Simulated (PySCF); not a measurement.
Fill in the blanks.

Compound: C6H8FNO.
Z-matrix (Å and degrees, GFN2-xTB geometry), rows numbered from 1:
```
C 
N   1  1.4432
C   2  1.4453  1  116.56
C   2  1.3535  1  124.15  3   177.74
O   4  1.2185  2  122.67  1   176.69
C   4  1.5048  2  116.90  1    -3.02
C   6  1.5350  4  115.84  2   178.44
C   7  1.2904  6   62.95  4  -106.41
F   8  1.3141  6  141.94  7  -179.91
H   1  1.0950  2  111.68  3   -95.73
H   1  1.0889  2  108.60  3    23.62
H   1  1.0891  2  110.91  3   142.42
H   3  1.0925  2  110.42  1    59.67
H   3  1.0881  2  107.73  1   179.25
H   3  1.0922  2  110.55  1   -61.31
H   6  1.0861  4  116.76  2   -33.39
H   7  1.0593  6  144.38  8   177.13
```

```json
{"property": "point group of the GFN2-xTB geometry", "level": "GFN2-xTB", "value": "?"}
{"property": "rotational constants A, B, C of the GFN2-xTB geometry", "level": "GFN2-xTB", "value": "?"}
{"property": "dipole moment", "level": "PBE0/pcSseg-1", "value": "3.51 D"}
{"property": "HOMO energy", "level": "PBE0/pcSseg-1", "value": "?"}
{"property": "LUMO energy", "level": "PBE0/pcSseg-1", "value": "0.25 eV"}
{"property": "13C chemical shifts (computed TMS as zero) by class", "level": "GIAO PBE0/pcSseg-1", "value": "173.4 (C4), 148.0 (C8), 74.0 (C7), 37.4 (C1), 36.0 (C3), 34.2 (C6) ppm"}
{"property": "1H chemical shifts (computed TMS as zero) by class", "level": "GIAO PBE0/pcSseg-1", "value": "?"}
{"property": "isotropic shieldings of nuclei other than C and H, by class", "level": "GIAO PBE0/pcSseg-1", "value": "153 (N2), -64 (O5), 322 (F9) ppm"}
```

The electronic properties come from PySCF, for the isolated species, density fitting. NMR classes are plain means over equivalent atoms (diastereotopic ones count apart unless rotation or inversion swaps them), as if these changed places fast; in this geometry the members of some classes differ.

(1) What are the rotational constants A, B, C of the GFN2-xTB geometry?

(2) Give the HOMO energy.

(3) What is the point group of the GFN2-xTB geometry?

(4) The 1H chemical shifts (computed TMS as zero) by class?

## Answers

(1) 2.961, 1.031, 0.897 GHz.

(2) -6.92 eV.

(3) C1.

(4) 5.09 (H17), 3.19 (H13/H14/H15), 3.16 (H10/H11/H12), 3.04 (H16) ppm.

The rotational constants make it an asymmetric top with κ = (2B − A − C)/(A − C) = -0.87, nearer the prolate limit (−1). With B = h/(8π²I), that is 505.379 GHz u Å² over I, the principal moments of inertia are 170.7, 490.2 and 563.2 u Å² (most abundant isotopes). A dipole of 3.51 D is allowed in C1, and pure rotational transitions are dipole-allowed.

One conformer stands for the species.
